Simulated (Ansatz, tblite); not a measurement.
Removing an electron: (FSn)4S6 adamantane (Sn₄S₆F₄). Charge 0, multiplicity 1. Geometry: PBE-D4/def2-SVP. Ansatz, gas phase; energy differences of separate SCF runs; the oxidised species was run as a doublet alone.

```xyz
14

Sn    2.2490    0.1814   -0.1722
F     4.1831    0.3383   -0.3199
S     1.7504   -1.9707   -1.2061
Sn   -0.6709   -1.9582   -0.9144
F    -1.2474   -3.6426   -1.7003
S    -1.8341   -0.2647   -2.2291
Sn   -0.9817    1.7194   -1.0956
F    -1.8254    3.1983   -2.0381
S     1.4059    2.1087   -1.4063
S    -1.7483    1.9728    1.2059
Sn   -0.5967    0.0571    2.1820
F    -1.1089    0.1068    4.0588
S     1.8332    0.2613    2.2297
S    -1.4083   -2.1080    1.4057
```

In the def2 sets Sn takes a core potential; there is no spin–orbit coupling. The xTB rows come from tblite. Correlated methods freeze 50 core orbitals; core or outer-core shells of Sn are correlated, in sets that lack core-valence functions. Single mean-field runs in def2-TZVP are fitted with def2-universal-jkfit.

```
             level  −HOMO (eV)  vertical IE (eV)  −LUMO (eV)  HOMO–LUMO gap (eV)
          GFN1-xTB       12.82             14.96       10.54                2.28
          GFN2-xTB       12.50             14.30       10.99                1.50
 PBE0-D4/def2-TZVP        8.61             10.00        4.10                4.52
PBE-QIDH/def2-TZVP           –             10.38           –                   –
```

Relaxing the oxidised species (PBE-D4/def2-SVP) changes its energy by -0.08 eV at PBE0-D4/def2-TZVP, so the adiabatic ionisation energy to this nearest minimum is 9.91 eV.  Run but left out: PBE-D4/def2-TZVP (charge +1 doublet: an occupied level 0.12 eV above an empty one).  Raw xTB energy differences between charge states are shifted by several eV; the methods need an empirical correction for them.
